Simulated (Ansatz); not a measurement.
Reaction (ligand exchange at the Si–I bond): `Cl[SiH2]I` + `SS` → `SS[SiH2]Cl` + HI

Gas-phase electronic energies from Ansatz, PBE0-D4/def2-TZVP geometries. CCSD(T)/CBS is the MP2 limit (def2-TZVPP, def2-QZVPP) plus CCSD(T) − MP2 in def2-TZVPP, frozen cores. This one scheme is used for every species. Functionals use def2-TZVPP. Elements past krypton have def2 core potentials. For I outer-core shells are correlated without core-valence functions, which leaves a few kJ/mol of doubt a bond. Each species was taken in one conformer, which may not be the lowest.

**Question.** Is it downhill or uphill in electronic energy at CCSD(T)/CBS, and by how much? (Estimate.)

**Answer.** Computed: Uphill: ΔE = +21.4 kJ/mol.

**Question.** What do these levels give: revPBE-D4, BLYP-D4, r2SCAN, RPA@PBE/def2-TZVPP, CCSD/def2-SVP, HF/def2-QZVPP? (Estimate.)

**Answer.** The calculation gave: revPBE-D4 13.7, BLYP-D4 13.7, r2SCAN 19.9, RPA@PBE/def2-TZVPP 15.7, CCSD/def2-SVP 14.7, HF/def2-QZVPP 30.9 kJ/mol.

Largest T1 diagnostic among the species: 0.011.

In def2-TZVPP, CCSD(T) changes the Hartree–Fock value by −13.7 kJ/mol (the triples alone add −2.3 kJ/mol) and MP2 by −10.5 kJ/mol. The D4 term adds −6.3 kJ/mol with B3LYP and −3.6 kJ/mol with PBE0; it sums over pairs of atoms, weighted by their polarisabilities, and B3LYP, whose exchange is more repulsive, gets the larger term. Leaving LDA and LC-ωPBE aside and taking each functional with its dispersion term where it has one, the values, not all of them listed here, spread over 8.1 kJ/mol, from B97M-V to PBE-QIDH. LDA lies −7.0 kJ/mol from PBE without D4.

B3LYP here is the variant with VWN-RPA as its local correlation; programs differ in this.
